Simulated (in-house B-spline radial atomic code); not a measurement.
Values are calculated unless marked as measured or tabulated.
Tc in an electron gas of r_s = 1.8: phase shifts, screening and friction

A nucleus sits in a uniform electron gas with a rigid positive background. The Kohn-Sham equations are solved self-consistently in the spin-unpolarised LDA (PW92), non-relativistic, on B-splines with outgoing waves at the boundary and partial waves to l = 8. The model has no lattice, no bands and no magnetic solution. Atomic units; δ_l are the phase shifts at the Fermi level, counted so that each bound state adds π, and good to about 0.0005.

The density parameter is r_s = 1.8 bohr.

```
l  δ_l (rad)
0    11.6585
1     9.1459
2     5.4771
3     0.1101
4     0.0232
5     0.0048
6     0.0010
7    -0.0001
8    -0.0002
```

Bound levels below the band bottom (hartree): s -17.29, p -14.19, d -8.484, s -1.791, p -0.9073 and deeper ones.

Problem. Check the Friedel sum rule, and say where the screening charge sits.

Solution. k_F = (9π/4)^(1/3)/r_s = 1.06620. The rule is Z = (2/π) Σ (2l + 1) δ_l. The terms are s 7.422, p 17.467, d 17.434, f 0.491 and 0.172 beyond, in all 42.986 against Z = 43. Bound states hold 8 s, 18 p, 10 d electrons, so the scattering states carry 6.99 in all; where a term is smaller than its bound count, the bound level has drawn weight out of the band.

Problem. Find the transport cross section and the electronic stopping of a 2 keV Tc ion (mass 97.91 u).

Solution. σ_tr = (4π/k_F²) Σ (l + 1) sin²(δ_l − δ_(l+1)). The terms for l = 0 to 3 are 0.3461, 0.5063, 1.8879, 0.0301, all together 2.7722, so σ_tr = 11.054 × 2.7722 = 30.645 bohr². With n = 3/(4π r_s³) = 0.04093, the friction coefficient is Q = n k_F σ_tr = 1.3375. For v well below v_F = 1.066, dE/dx = Q v; with 24801 eV per u at v = 1, v = √(2000/(24801 × 97.91)) = 0.0287, so dE/dx = 0.03838 hartree/bohr = 19.7 eV/nm. The largest term couples the d and f waves.
